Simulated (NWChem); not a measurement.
Species: CH5O cation; SMILES [OH2+]C

```xyz
7

C     -0.0013     0.7990     0.0000
O     -0.0310    -0.6868     0.0000
H     -0.5445     1.0999    -0.9020
H     -0.5445     1.0999     0.9020
H      1.0418     1.1368     0.0000
H      0.3249    -1.1179    -0.8022
H      0.3249    -1.1179     0.8022
```
Atoms are numbered in this order, from 1.

Program: NWChem. Pople sets run with spherical d functions. Geometry: optimised at PBE0/def2-SVP. Atomic charges in e: unrestrained fits to the electrostatic potential beside Mulliken populations; buried atoms are poorly determined by the fit.

For level B3LYP/def2-SVP:

```
Quantity     Result
-----------  ------
Mulliken C1    0.11
Mulliken O2   -0.07
```

Q: What are these values for level Hartree-Fock/6-31G*?

A: 
* **Mulliken C1**: -0.25
* **Mulliken O2**: -0.76
